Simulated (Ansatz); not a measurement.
Computed with Ansatz on PBE0-D4/def2-TZVP structures; ΔE is electronic, products minus reactants. CCSD(T)/CBS is the MP2 limit (def2-TZVPP, def2-QZVPP) plus CCSD(T) − MP2 in def2-TZVPP, frozen cores. This one scheme is used for every species. DFT in def2-TZVPP. One conformer a species, not always the lowest.

Reaction (cleavage of the Si–Si bond): `N[SiH](F)[SiH2]F` + `OCO` → `OCO[SiH2]F` + `N[SiH2]F`

CCSD(T)/CBS gives -127.2 kJ/mol.

(1) Another level gave -137.5 kJ/mol. Which?
A. MP2/def2-TZVPP
B. ωB97X-V/def2-TZVPP
C. PBE0-D4/def2-TZVPP
D. HF/def2-TZVPP

Largest T1 diagnostic among the species: 0.012.

## Answers

(1) A. MP2/def2-TZVPP -137.5, HF/def2-TZVPP -147.2, ωB97X-V -122.4, PBE0-D4 -108.6 kJ/mol.

From PBE to PBE0 (25 % exact exchange), in def2-TZVPP and without D4, ΔE moves by −8.7 kJ/mol. In def2-TZVPP, CCSD(T) changes the Hartree–Fock value by +17.7 kJ/mol (the triples alone add +2.1 kJ/mol) and MP2 by +9.7 kJ/mol.
